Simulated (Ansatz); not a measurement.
Steps of a relaxation of CClFI₂ (`FC(Cl)(I)I`) with RKS PBE-D4/def2-SVP.

```sh
$ ansatz run in.yaml --threads 4 --pin off --events-out ev --progress --plain --max-ram 10444MiB
```

```yaml
crystal:
  periodic: [false, false, false]
  atoms:
    - {symbol: F, position_ang: [1.256300, -0.770000, -0.439600]}
    - {symbol: C, position_ang: [0.089500, -0.097800, 0.002600]}
    - {symbol: Cl, position_ang: [-0.385700, -0.761600, 1.564800]}
    - {symbol: I, position_ang: [-1.391200, -0.377500, -1.346800]}
    - {symbol: I, position_ang: [0.480900, 1.933300, 0.177500]}
basis:
  gaussian: {orbitals: def2-SVP}
hamiltonian: {xc: pbe, dispersion: d4}
relax: {f_tol: 0.03, max_steps: 200}
```

Positions (Å) and forces (eV/Å) along the path, 5 of 5 steps:

```xyz
5
step=1 energy=-32460.7523 eV
F     1.256   -0.770   -0.440   -1.158    0.727    0.572
C     0.089   -0.098    0.003    2.353   -1.531    0.652
Cl   -0.386   -0.762    1.565    0.121   -0.402    0.648
I    -1.391   -0.378   -1.347   -2.103   -0.734   -2.163
I     0.481    1.933    0.177    0.788    1.941    0.291
5
step=2 energy=-32461.1328 eV
F     1.220   -0.724   -0.415   -1.200    0.582    0.228
C     0.052   -0.094    0.013    1.707   -0.809    0.044
Cl   -0.346   -0.789    1.600   -0.196    0.098   -0.148
I    -1.482   -0.495   -1.473   -0.103    0.104   -0.025
I     0.605    2.028    0.235   -0.207    0.026   -0.099
5
step=3 energy=-32461.2014 eV
F     1.211   -0.732   -0.414    0.310   -0.256   -0.051
C     0.113   -0.129    0.025   -0.198    0.199    0.130
Cl   -0.358   -0.789    1.602    0.016   -0.063   -0.001
I    -1.472   -0.442   -1.458   -0.175   -0.077   -0.122
I     0.557    2.018    0.204    0.047    0.197    0.044
5
step=4 energy=-32461.2074 eV
F     1.218   -0.741   -0.410   -0.037    0.018    0.019
C     0.114   -0.123    0.025    0.009   -0.008    0.000
Cl   -0.359   -0.792    1.598    0.014    0.001   -0.020
I    -1.486   -0.450   -1.464    0.005   -0.009   -0.001
I     0.563    2.033    0.209    0.009   -0.003    0.002
5
step=5 energy=-32461.2075 eV
F     1.217   -0.740   -0.410   -0.004    0.001    0.004
C     0.113   -0.122    0.025   -0.002   -0.003    0.006
Cl   -0.359   -0.792    1.597    0.005    0.002   -0.009
I    -1.486   -0.453   -1.465    0.000    0.000   -0.001
I     0.565    2.033    0.210    0.001    0.000    0.000
```

Hardware: 4 threads of an Arm Neoverse V2 on a shared host. Wall time 5 s, peak host memory 0.16 GiB.
